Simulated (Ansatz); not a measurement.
Cost and result for the atomization energy of Cl2H6N2Si2 (`N[Si@@H](Cl)[Si@@H](N)Cl`) (12 atoms, 11 bonds).

```
atom   x (Å)   y (Å)   z (Å)
  N1   1.158   0.018  -2.006
 Si2   0.723   0.787  -0.556
 Cl3  -0.768   2.243  -0.729
 Si4  -0.209  -0.814   0.865
  N5  -1.223  -0.015   1.968
 Cl6  -1.169  -2.145  -0.431
  H7   0.562  -0.699  -2.390
  H8   1.696   0.485  -2.718
  H9   1.903   1.522  -0.043
 H10   0.742  -1.657   1.627
 H11  -1.786   0.761   1.657
 H12  -1.631  -0.488   2.758
```

Total charge 0; spin multiplicity 1. The geometry is a stationary point of PBE0-D4/def2-TZVP. It is one conformer, not always the lowest. Program: Ansatz. All runs use 2 threads of an AMD EPYC 7R13 on a shared host and a share of an NVIDIA H100 80 GB. Times are those of one run each, without the atoms' runs, and a repeat can differ threefold. Electronic energies, without spin–orbit coupling; frozen cores. CCSD(T)/CBS adds CCSD(T) − MP2 in def2-TZVPP to the MP2 limit, and its time is that of the two runs behind it. T1 = 0.010. B3LYP takes the VWN-RPA correlation (the form of Gaussian; ORCA's B3LYP/G).

CCSD(T)/CBS is a level of theory with its own doubt, some kJ/mol a heavy atom from the limit and from the frozen cores, so smaller differences don't rank the functionals.

```
                             level  functions  wall time
   PBE-D4/def2-TZVPP (with forces)        314        5 s
                PBE0-D4/def2-TZVPP        314      5.5 s
r2SCAN-D4/def2-TZVPP (with forces)        314        6 s
 B3LYP-D4/def2-TZVPP (with forces)        314      6.5 s
                 B2PLYP/def2-TZVPP        314        7 s
                ωB97X-V/def2-TZVPP        314      8.5 s
                    MP2/def2-QZVPP        574      8.5 s
  ωB97M-V/def2-TZVPP (with forces)        314        9 s
                CCSD(T)/def2-TZVPP        314       15 s
                 CCSD(T)/CBS(def2)          –       24 s
```

Q: What atomization energy does each give, and how far from CCSD(T)/CBS? (Best estimate.)

A: The calculation gave: 
```
                             level  atomization (kJ/mol)  difference from CCSD(T)/CBS  per bond
   PBE-D4/def2-TZVPP (with forces)                4079.6                         41.9       3.8
                PBE0-D4/def2-TZVPP                4017.0                        -20.7      -1.9
r2SCAN-D4/def2-TZVPP (with forces)                4023.5                        -14.2      -1.3
 B3LYP-D4/def2-TZVPP (with forces)                4025.9                        -11.8      -1.1
                 B2PLYP/def2-TZVPP                3963.8                        -73.9      -6.7
                ωB97X-V/def2-TZVPP                4066.4                         28.7       2.6
                    MP2/def2-QZVPP                4042.6                          4.9       0.4
  ωB97M-V/def2-TZVPP (with forces)                4055.3                         17.6       1.6
                CCSD(T)/def2-TZVPP                3887.8                       -149.9     -13.6
                 CCSD(T)/CBS(def2)                4037.7                          0.0       0.0
```

From PBE to PBE0 (25 % exact exchange), in def2-TZVPP and without D4, the atomization energy moves by −57.5 kJ/mol: exact exchange takes away binding that semilocal exchange gives to molecules. The D4 term adds +61.9 kJ/mol with B3LYP and +33.1 kJ/mol with PBE0; it sums over pairs of atoms, weighted by their polarisabilities, and B3LYP, whose exchange is more repulsive, gets the larger term. In def2-TZVPP, CCSD(T) changes the Hartree–Fock value by +1052.0 kJ/mol (the triples alone add +64.7 kJ/mol) and MP2 by +1117.3 kJ/mol; breaking electron pairs costs correlation energy, which Hartree–Fock lacks.
